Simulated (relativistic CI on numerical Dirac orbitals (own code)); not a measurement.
# One change at a time: Os47+

Base calculation: Dirac-Coulomb-Breit CI, KLI orbitals optimised for each configuration, model QED (radiative potential, 1s self-energy scaled to tabulated hydrogen-like ionisation energies), unscaled Slater integrals.

Configuration list (outside the closed core [Ar]): 3d10 4s, 3d10 4p, 3d10 4d, 3d10 4f, 3d10 5s, 3d10 5p, 3d10 5d, 3d10 5f, 3d10 5g, 3d10 6s, 3d10 6p, 3d9 4s2, 3d10 6d, 3d10 6f, 3d9 4s 4p, 3d10 7s, 3d10 8s, 3d9 4s 4d, 3d9 4s 4f, 3d9 4s 5s, 3d9 4s 5p, 3d9 4s 5d, 3d9 4s 5f. Double excitations out of closed p, d and f shells are left out; levels of such configurations are missing from the list, as are those of other unlisted configurations, and high levels can miss mixing partners.

The lowest level and the first level of each name with at least 55 % of one term (blank where a level has no safe partner in the second run):

| Level | Base (eV) | Shift (eV) |
| --- | --- | --- |
| 3d10 4s 2S_1/2 | 0.00 | 0.00 |
| 3d10 4p 2P°_1/2 | 102.42 | +0.03 |
| 3d10 4p 2P°_3/2 | 219.02 | +0.04 |
| 3d10 4d 2D_3/2 | 376.52 | +0.02 |
| 3d10 4d 2D_5/2 | 401.29 | +0.02 |
| 3d10 4f 2F°_5/2 | 569.12 | -0.12 |
| 3d10 4f 2F°_7/2 | 575.50 | -0.12 |
| 3d10 5s 2S_1/2 | 1046.20 | -0.15 |
| 3d10 5p 2P°_1/2 | 1096.19 | -0.11 |
| 3d10 5p 2P°_3/2 | 1151.05 | -0.11 |
| 3d10 5d 2D_3/2 | 1226.20 | -0.13 |
| 3d10 5d 2D_5/2 | 1238.22 | -0.13 |
| 3d10 5f 2F°_5/2 | 1312.76 | -0.18 |
| 3d10 5f 2F°_7/2 | 1316.45 | -0.18 |

At this charge energies of transitions that change n are usually good to better than 1 %, and those within a shell (Δn = 0) to a few per cent.

(1) One thing was changed in a second run, which moved the levels as shown. Which?
A. Breit term removed
B. P86 correlation estimate
C. configuration mixing switched off
D. QED terms removed
E. one mean potential for all configurations

## Answers

(1) E. One mean potential for all configurations. One potential for all configurations removes the relaxation of the orbitals, which moves whole configurations and changes the integrals a little.

LS names give the leading component of a level, which can be under half, so a name can repeat, a term be missing and a line seem to break the LS rules.
